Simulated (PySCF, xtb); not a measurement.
Si(H)(Me)(SH)2 (CH6S2Si), SMILES C[SiH](S)S. One conformer was computed; it need not be the lowest.

Harmonic wavenumbers (cm⁻¹) from GFN2-xTB run with xtb at its own minimum, in rising order: 99, 112, 122, 142, 159, 192, 450, 531, 623, 633, 695, 715, 778, 830, 830, 1368, 1461, 1469, 2293, 2475, 2487, 3022, 3038, 3050.

Task: What does B3LYP-D3(BJ)/def2-SVP in PySCF 2.14.0 give at its own minimum? (The exact figures need the calculation; the answer reports its results.)

Result: 123, 146, 161, 181, 221, 244, 457, 524, 642, 686, 716, 754, 798, 857, 901, 1271, 1429, 1431, 2209, 2657, 2672, 3032, 3125, 3135. Paired by order, the mean absolute difference is 55 cm⁻¹ and the zero-point energies are 39.4 and 40.6 kcal/mol.
